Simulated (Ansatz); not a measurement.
Molecule: sum formula H$_{2}$SiO$_{3}$F, net charge 0, doublet state. It need not be the lowest isomer of its formula. SMILES: [O][Si](O)(O)F
Structure (B3LYP-D3(BJ)/def2-TZVP (Ansatz, a quantum-chemistry and plane-wave program) minimum search):
```
Si
F 1 1.5937
O 1 1.6158 2 109.02
H 3 0.9604 1 119.64 2 -28.47
O 1 1.6255 2 110.44 3 -123.02
H 5 0.9615 1 119.38 2 -48.38
O 1 1.6492 2 110.61 3 121.73
```
Charge 0, spin multiplicity 2.

Property: atomisation energy (electronic, to ground-state atoms); the coupled-cluster value holds the core correlation from cc-pwCVTZ, in kcal/mol. Valence correlation only, unless marked. UHF or UKS for open shells. Spin-orbit coupling is left out. Non-relativistic. Basis-set limits of correlation are two-point, X^-3; Hartree-Fock from the larger set (for Q and 5 zeta extrapolated as (X+1)exp(-9√X)).

Level to compare with: CCSD(T)/CBS(cc-pV(Q+d)Z,cc-pV(5+d)Z) plus the core term (Ansatz), 694.3 kcal/mol. It is a level with limits of its own, and the differences hold the functionals' basis error too.

Question: Rank these functionals by how close they come to CCSD(T)/CBS(cc-pV(Q+d)Z,cc-pV(5+d)Z), closest first: revPBE/def2-TZVPD (Ansatz); HSE06/def2-TZVPD (Ansatz); SVWN5/def2-TZVPD (Ansatz); LC-wPBE/def2-TZVPD (Ansatz).

Answer: LC-wPBE/def2-TZVPD (range-separated hybrid, 682.3 kcal/mol, difference -12.0), HSE06/def2-TZVPD (screened hybrid, 673.2 kcal/mol, difference -21.1), revPBE/def2-TZVPD (GGA, 664.0 kcal/mol, difference -30.3), SVWN5/def2-TZVPD (LDA, 801.4 kcal/mol, difference 107.1)
